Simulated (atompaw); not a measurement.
# Building the PAW (atompaw) potential for As (Z = 33) (LDA (PW92), scalar-relativistic).

```json
{
  "Element": "arsenic (As)",
  "Generator": "atompaw 4.2.0.5",
  "Type": "PAW",
  "Functional": "LDA (PW92)",
  "Relativity": "scalar-relativistic",
  "Frozen core": "[Ne]",
  "Valence charge": "23",
  "Reference configuration": "3s2 3p6 3d10 4s2 4p1 (charge +2)",
  "Partial waves": "3s (bound): rc 0.80 bohr; 4s (bound): rc 1.00 bohr; 3p (bound): rc 0.70 bohr; 4p (bound): rc 1.00 bohr; 3d (bound): rc 0.70 bohr; 3d channel at -0.05 Ry: rc 1.00 bohr",
  "Local potential": "troulliermartins scheme with l = 3 at 0 Ry, radius 0.95 bohr",
  "Core correction": "smooth core density matched at 0.88 bohr",
  "Augmentation charge": "sinc compensation charge, radius 0.85 bohr; PAW radius 1.00 bohr; waves and projectors: custom rrkj vanderbiltortho"
}
```

Poles of the logarithmic derivatives, all-electron (AE) and pseudo (PS). s: poles at -13.2 (AE) and -13.2 (PS) Ry. p: poles at -8.8 (AE) and -8.8 (PS) Ry. d: poles at -1.9 (AE) and -1.9 (PS) Ry. Test radius 1.00 bohr.

* Cutoffs needed: over 300 Ry and over 300 Ry (the cutoffs (Ry, on a coarse ladder) from which the occupation-weighted sum of valence levels, in a spherical-Bessel basis at the reference potential, stays within 10 and 1 mRy of its value at 400 Ry)
* Ghost test: no extra level below or beside the all-electron valence levels (s, p, d, f tested) (spherical-Bessel basis up to 400 Ry, 20 bohr box)
* Lowest eigenvalue of the overlap operator: 0.12 (p channel)
* Overlap eigenvalues printed by atompaw (projector basis): 0.142, 0.17, 0.498, 35.8, 43.7, 631
* Share of each valence orbital outside the PAW sphere: 3s 5 %, 4s 93 %, 3p 8 %, 4p 95 %, 3d 15 %
